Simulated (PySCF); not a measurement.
Isomers C6H13BO2:

A. SMILES OB(O)C1CCCCC1
B. `CC/C=C/B(OC)OC`
C. `O(C)B(C=C(C)C)OC`
D. `InChI=1S/C6H13BO2/c1-5-6(2,3)9-7-8-4/h5,7H,1H2,2-4H3`

Spectrum 1. ¹H NMR (400 MHz, computed): δ 6.11 (m, 1H), 5.39 (m, 1H), 5.33 (m, 1H), 4.36 (br, 1H), 3.75 (s, 3H), 1.28 (s, 6H). ¹³C{¹H} NMR (computed): δ 156.0 (CH), 118.8 (CH2), 75.0 (C), 56.6 (CH3), 31.2 (CH3).

Spectrum 2. ¹H NMR (400 MHz, computed): δ 2.70 (br s, 2H), 1.55 (m, 2H), 1.54 (m, 1H), 1.40 (m, 2H), 1.22 (m, 2H), 1.18 (m, 1H), 1.12 (m, 2H), 0.67 (m, 1H). ¹³C{¹H} NMR (computed): δ 30.2 (CH2), 29.5 (CH2), 28.9 (CH2), 26.2 (CH).

Spectrum 3. ¹H NMR (400 MHz, computed): δ 5.39 (s, 1H), 3.61 (s, 6H), 2.17 (s, 3H), 1.88 (s, 3H). ¹³C{¹H} NMR (computed): δ 171.5 (C), 120.4 (CH), 52.0 (CH3), 32.5 (CH3), 23.1 (CH3).

Spectrum 4. ¹H NMR (400 MHz, computed): δ 6.96 (m, 1H), 5.67 (d, 1H), 3.62 (s, 6H), 2.11 (m, 2H), 1.02 (t, 3H). ¹³C{¹H} NMR (computed): δ 167.8 (CH), 124.3 (CH), 52.2 (CH3), 34.7 (CH2), 15.7 (CH3).

- coordinates at the PBE0-D3(BJ)/def2-SVP level
- σ from GIAO-PBE0/pcSseg-1
- run in PySCF 2.14.0 with density-fitted response routines
- one computed conformer, no solvent, relativity neglected, one averaged value for each set of equivalent atoms

δ = σ(ref) − σ, references computed at the same level: ¹H, ¹³C against TMS. Where no couplings were computed, multiplicities follow the n + 1 count of equivalent neighbours, and m marks all less simple cases (inequivalent or close neighbours, rings, F or P nearby). Couplings to H on boron are left out. Carbons bonded to boron are broad in practice. Shifts are as computed. Against solution values, carbons near 30 ppm lie about +2 ppm off and those near 130 ppm about +5 ppm. Of 1309 compounds with measured shifts, 239 miss one by over three times the rms of a fit or turn the order of signals round; such compounds aren't used in these exercises. OH and NH positions are gas-phase values without hydrogen bonding to other molecules.

Which spectrum belongs to which compound?

## Answers

1–D, 2–A, 3–C, 4–B.

- Spectrum 1 (D): 5 ¹³C signals; δC 156.0 is an alkene CH; δC 118.8 is a terminal =CH2 carbon.
- Spectrum 2 (A): 4 ¹³C signals; δC 30.2 is an sp3 CH2 in a ring; δC 29.5 is an sp3 CH2 in a ring.
- Spectrum 3 (C): 5 ¹³C signals; δC 120.4 is an alkene CH; δC 52.0 is a methyl carbon bonded to O.
- Spectrum 4 (B): 5 ¹³C signals; δC 124.3 is an alkene CH; δC 52.2 is a methyl carbon bonded to O.
